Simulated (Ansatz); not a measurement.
Cu3H3⁻, that is (CuH)3 ring with one electron more. The state is a doublet with charge -1. Geometry PBE-D4/def2-SVP, that of the neutral singlet; atoms count from 1.

```csv
atom,x (Å),y (Å),z (Å)
Cu1,-0.5947,1.1716,0.2660
H2,-1.5877,0.0430,1.0266
Cu3,-0.5308,-1.1412,0.4616
H4,0.8389,-1.6529,-0.3753
Cu5,1.1255,-0.0304,-0.7275
H6,0.7488,1.6099,-0.6512
```

The highest occupied level of the charge -1 doublet lies above zero (up to 1.40 eV). Energy differences disagree on whether the electron is bound (positive means bound): -0.07 eV (vertical, against the charge 0 singlet, at PBE0-D4/def2-TZVPD), but 0.09 eV at r2SCAN-D4/def2-TZVPD.

(1) Estimate the Mulliken populations from the PBE0/def2-TZVPD orbitals of Ansatz.

(2) Where does the spin sit?

(3) And the Mayer bond orders between heavy atoms (over 0.3)?

Results:

(1) 
```
atom  charge (e)  spin (α − β)  d electrons
 Cu1       -0.73          0.33         9.91
  H2        0.40          0.01            –
 Cu3       -0.73          0.33         9.91
  H4        0.40          0.01            –
 Cu5       -0.73          0.33         9.91
  H6        0.40          0.01            –
```
Mulliken values depend strongly on the basis. With diffuse functions, as here, like atoms can get unlike values, and bond orders can come out too low or too high.

(2) Summed by element: Cu 0.98, H 0.02, of 1 unpaired in all. Largest on single atoms: Cu3 0.33, Cu5 0.33, Cu1 0.33.

(3) Cu1–Cu3 0.75 (2.32 Å); Cu1–Cu5 0.75 (2.32 Å); Cu3–Cu5 0.75 (2.32 Å).
